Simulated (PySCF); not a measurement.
YSBr: breathing scan

Method: PySCF, PBE0, basis Y def2-TZVP with ECP28, S def2-TZVP, Br def2-TZVP (scalar-relativistic core potentials, no spin–orbit coupling, density fitting).

Rigid scan from the singlet minimum (Y–Br 2.618 Å, Y–S 2.283 Å; Br–Y–S 119.2°). Coordinate: all bonds to the central atom scaled together. Energies in kJ/mol from the minimum.

```csv
scale of all bonds to the centre,E (kJ/mol),dipole size (D)
0.88,189.2,6.44
0.92,74.4,6.84
0.96,16.5,7.22
1.00,0.0,7.58
1.04,13.1,7.90
1.08,46.9,8.20
1.14,122.1,8.60
1.22,245.2,9.07
1.35,453.8,9.68
```

At long bonds a restricted determinant can lie too high, and another spin state can fall below this curve.

The scan took about 90 core-seconds on a shared host.
